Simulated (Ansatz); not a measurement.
Reaction (redistribution): `[NH2][Hf]([NH2])([F])[Cl]` + `NBCBr` → `[NH2][Hf]([F])([Cl])[Br]` + `NBCN`

Isolated molecules relaxed with PBE0-D4/def2-TZVP in Ansatz; ΔE leaves out vibrations. CCSD(T)/CBS is the MP2 limit (def2-TZVPP, def2-QZVPP) plus CCSD(T) − MP2 in def2-TZVPP, frozen cores. Functionals use def2-TZVPP. Elements past krypton have def2 core potentials. For Br, Hf outer-core shells are correlated without core-valence functions, which leaves a few kJ/mol of doubt a bond. Scalar relativity is left out up to krypton. One conformer a species, not always the lowest.

`[NH2][Hf]([NH2])([F])[Cl]`:

Z-matrix (Å, degrees):
```
Hf
N 1 2.021
F 1 1.910 2 109.0
N 1 2.016 2 106.0 3 -118.3
Cl 1 2.372 2 109.3 3 122.4
H 2 1.010 1 125.9 3 122.1
H 2 1.011 1 125.2 3 -56.9
H 4 1.011 1 126.2 2 103.3
H 4 1.011 1 124.9 2 -83.0
```

`NBCBr`:

```xyz
9

N    -1.357   -0.406    0.237
B    -0.100   -0.038    0.672
C     1.069    0.322   -0.317
Br    0.604    0.209   -2.210
H    -1.582   -0.461   -0.745
H    -2.113   -0.637    0.856
H     0.129    0.014    1.849
H     1.924   -0.343   -0.183
H     1.426    1.341   -0.160
```

`[NH2][Hf]([F])([Cl])[Br]`:

Z-matrix (Å, degrees):
```
Hf
F 1 1.890
Cl 1 2.346 2 112.4
N 1 1.998 2 105.4 3 -118.3
Br 1 2.508 2 111.4 3 123.4
H 4 1.011 1 125.8 2 174.3
H 4 1.011 1 125.1 2 -5.6
```

`NBCN`:

Z-matrix (Å, degrees):
```
C
B 1 1.576
N 1 1.459 2 113.3
H 1 1.100 2 105.8 3 -118.0
H 1 1.105 2 110.1 3 129.0
N 2 1.391 1 120.9 3 -162.4
H 2 1.200 1 121.3 3 18.4
H 3 1.011 1 110.9 2 53.9
H 3 1.012 1 111.4 2 173.0
H 6 1.007 2 123.5 1 1.5
H 6 1.005 2 123.0 1 -177.1
```

| level | ΔE (kJ/mol) |
| --- | --- |
| LDA (SPW92) | -46.2 |
| r2SCAN0-D4 | -53.6 |
| CAM-B3LYP-D4 | -47.8 |
| revPBE | -47.2 |
| SCS-MP2/def2-TZVPP | -47.3 |
| CCSD(T)/def2-TZVPP | -47.4 |
| HF/def2-QZVPP | -66.9 |
| HF/CBS(def2) | -67.0 |

Task: What does CCSD(T)/CBS give? (An estimate is asked.)

Result: Ansatz gave: -46.7 kJ/mol. The listed levels differ from it by 0.5, -6.9, -1.1, -0.5, -0.6, -0.7, -20.2, -20.3 kJ/mol.

Largest T1 diagnostic among the species: 0.014.

From PBE to PBE0 (25 % exact exchange), in def2-TZVPP and without D4, ΔE moves by −6.8 kJ/mol. The D4 term adds +3.0 kJ/mol with B3LYP and +1.4 kJ/mol with PBE0; it sums over pairs of atoms, weighted by their polarisabilities, and B3LYP, whose exchange is more repulsive, gets the larger term. Leaving LDA and LC-ωPBE aside and taking each functional with its dispersion term where it has one, the values, not all of them listed here, spread over 16.2 kJ/mol, from PBE-QIDH to BLYP-D4.

B3LYP here is the variant with VWN-RPA as its local correlation; programs differ in this.
